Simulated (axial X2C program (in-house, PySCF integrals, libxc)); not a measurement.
## KCl⁺: from the spin-free to the two-component result

All values were computed with an axial X2C code built on PySCF integrals. Spin-free means the one-electron spin-free X2C Hamiltonian; two-component (2c) means X2C with spin–orbit coupling and atomic mean-field two-electron Coulomb and Gaunt terms, so the difference of the two also holds small scalar two-electron terms. Basis: K dyall-cv3z [11s12p6d3f], Cl dyall-av3z [9s8p3d2f] (cores contracted in-house); Gaussian nuclei, density fitting, unrestricted open shells. Masses: K 38.964 u, Cl 34.969 u.

Spin-free state: M_S = 1/2, Λ = 1 (beyond evenly filled blocks: π+α, π+β, π-α); fragments K+ + Cl.

| level | Re (Å) | ωe (cm⁻¹) | De (eV) | μ (D) |
| --- | --- | --- | --- | --- |
| PBE0 | 3.250 | 99.2 | 0.117 | -6.27 |
| HF | 3.388 | 85.1 | 0.014 | -6.75 |
| MP2 | 3.243 | 102.2 | 0.205 | n/a |
| CCSD | 3.270 | 99.0 | 0.216 | n/a |
| CCSD(T) | 3.259 | 100.5 | 0.196 | n/a |
| TPSSh | 3.282 | 92.4 | 0.027 | -6.34 |

Correlated methods: 15 electrons correlated (number of frozen shells: K 2 s, 1 p; Cl 2 s, 1 p), 237 virtual spin orbitals or spinors in MP2, 90 natural virtuals in coupled cluster.

Dipoles are positive if Cl is the positive end and refer to the centre of mass.

Task: Within this multiplet, which Ω should lie lowest by the rule for regular and inverted multiplets?

Result: The open π shell holds three electrons, one hole, so the multiplet is inverted: Ω = Λ + 1/2 = 3/2. The PBE0 2c search agrees, though Ω = 1/2 of the search lies only 0.07 eV higher.

Two-component determinant lowest at the distance of the search:

Ω = 3/2 (⟨Sz⟩ = 0.50, ⟨Lz⟩ = 1.00 at HF); fragments K+ + Cl.

```tsv
level	Re (Å)	ωe (cm⁻¹)	De (eV)	μ (D)
PBE0	3.250	99.3	0.150	-6.27
HF	3.388	85.1	n/a	-6.75
MP2	3.243	102.2	0.205	n/a
CCSD	3.271	98.9	0.218	n/a
CCSD(T)	3.260	100.4	0.199	n/a
TPSSh	3.282	92.5	0.062	-6.34
```

Task: From the two tables, how do the constants change at the CCSD(T) level (2c against spin-free)?

Result: At the CCSD(T) level Re goes up by 0.001 Å and ωe doesn't move by more than 0.2 cm⁻¹; De changes by 0.003 eV.

The state is one determinant whose occupation by symmetry is held fixed; it was picked as the lowest of a PBE0 search that is not exhaustive. De is counted from the lowest determinant-based energies of the atoms at the same level, without counterpoise correction. Density functionals use the spin component along the axis (collinear). Coupled cluster ran in a truncated set of natural virtual spinors; the MP2 energy of the rest was added. (T) has no such correction and the atoms are truncated less, which lowers De at CCSD(T) by a hundredth of an eV or more. In 2c an atomic determinant is not the ground J level, so De misses part of the atomic spin–orbit lowering. This holds for PBE0, TPSSh. Other states lie close and PBE0, whose exact exchange favours high spin, may order them wrongly; the determinant shown need not be the ground state. The nearest other spin-free determinant of the search, M_S = 1/2, Λ = 0, lies 0.17 eV up at the distance of the search. Without a current term, density functionals place determinants with orbital angular momentum somewhat too high. The atomic limit has a lower orbital projection than the molecule and lies lower at mean-field level, so De may be about a tenth of an eV too small.
